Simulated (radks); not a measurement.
Neutral titanium inside a hard spherical wall (all orbitals vanish at R), configuration held at [Ar] 3d2 4s2 and not refilled when levels cross. Method: non-relativistic Kohn-Sham, r2SCAN, spin-unpolarised, spherical densities, point nucleus; meta-GGA in the generalised Kohn-Sham scheme; computed with a radial shooting solver on a logarithmic mesh with Libxc functionals. Eigenvalues in eV, with the zero of energy where the potential of the charges vanishes at infinity; a dash marks a level that is unbound or too diffuse for the functional's potential to be trusted. A positive occupied level is held by the wall or, in an anion where self-interaction has pushed it up, behind a barrier. The pressure on the wall is -dE/dV.

R (bohr)	E (hartree)	kinetic (hartree)	e(3s)	e(3p)	e(4s)	e(3d)	e(4p, empty)	e(5s, empty)	pressure (GPa)
free	-849.23739	848.464	-64.174	-40.088	-4.575	-4.243	-1.321	-	0
20	-849.23739	848.464	-64.174	-40.088	-4.575	-4.243	-1.321	-	< 0.0001
12	-849.23730	848.465	-64.164	-40.079	-4.567	-4.234	-1.297	2.449	0.00169
7	-849.21477	848.606	-63.306	-39.226	-3.829	-3.451	-0.017	9.511	1.14
4	-848.65916	850.579	-56.738	-32.822	5.820	2.745	12.991	52.620	99.4
3.5	-848.17327	852.102	-53.552	-29.735	12.925	6.091	21.703	77.336	259
3	-847.15221	855.278	-48.525	-24.776	26.686	11.798	37.705	119.59	778
2.5	-844.72215	862.778	-39.482	-15.482	56.057	22.801	69.856	198.34	2840
2	-837.92684	882.599	-19.866	5.509	126.38	46.943	142.32	363.30	13400
1.5	-814.72191	941.968	36.186	64.853	322.23	107.89	333.20	771.87	89300
